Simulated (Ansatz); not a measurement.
The inner images of a band of Cl2HInO + H2 (7 atoms, charge 0, multiplicity 1) are given out of order.

Theory: RKS PBE/def2-SVP (Ansatz 0.2.0).

Image 0:

```xyz
7
Properties=species:S:1:pos:R:3
In -0.004 -0.239 0.104
O 0.033 -0.482 2.102
H -0.889 -0.474 2.430
Cl 1.996 -0.363 -1.110
Cl -2.039 0.071 -1.045
H 0.414 2.528 0.903
H 0.355 2.043 1.501
```

Image 6:

```xyz
7
Properties=species:S:1:pos:R:3
In 0.316 0.820 -0.205
O 0.021 0.069 2.029
H -0.873 -0.297 1.804
Cl 1.949 -0.685 -1.020
Cl -1.911 -0.130 -0.331
H 0.523 2.525 -0.068
H -0.159 0.781 2.676
```

Put them in order from the first end to the last, with their energies above the first end.
A.
```xyz
7
Properties=species:S:1:pos:R:3
In 0.080 0.224 -0.067
O 0.091 0.052 2.070
H -0.734 -0.264 2.494
Cl 2.056 -0.392 -1.176
Cl -2.043 0.063 -1.073
H 0.271 2.022 0.966
H 0.146 1.378 1.669
```
B.
```xyz
7
Properties=species:S:1:pos:R:3
In 0.124 0.510 -0.199
O 0.115 0.078 2.105
H -0.731 -0.225 2.494
Cl 2.056 -0.402 -1.196
Cl -2.024 -0.003 -1.059
H 0.256 2.045 0.742
H 0.072 1.080 1.995
```
C.
```xyz
7
Properties=species:S:1:pos:R:3
In 0.029 -0.077 0.051
O 0.097 -0.207 2.081
H -0.804 -0.303 2.448
Cl 2.020 -0.386 -1.149
Cl -2.031 0.096 -1.080
H 0.313 2.252 0.983
H 0.243 1.710 1.550
```
D.
```xyz
7
Properties=species:S:1:pos:R:3
In 0.233 0.752 -0.245
O 0.040 0.089 2.040
H -0.851 -0.314 2.115
Cl 1.962 -0.638 -1.078
Cl -1.948 -0.134 -0.675
H 0.444 2.416 0.163
H -0.013 0.913 2.564
```
E.
```xyz
7
Properties=species:S:1:pos:R:3
In 0.165 0.664 -0.255
O 0.071 0.075 2.074
H -0.784 -0.283 2.388
Cl 1.994 -0.545 -1.148
Cl -1.981 -0.093 -0.953
H 0.341 2.250 0.433
H 0.061 1.016 2.345
```

C (+2.8 kcal/mol), A (+12.4 kcal/mol), B (-8.2 kcal/mol), E (-16.0 kcal/mol), D (-19.0 kcal/mol).

The run took 97 s on 2 threads of Arm Neoverse V1, with other jobs on the host, peak memory 0.14 GiB.
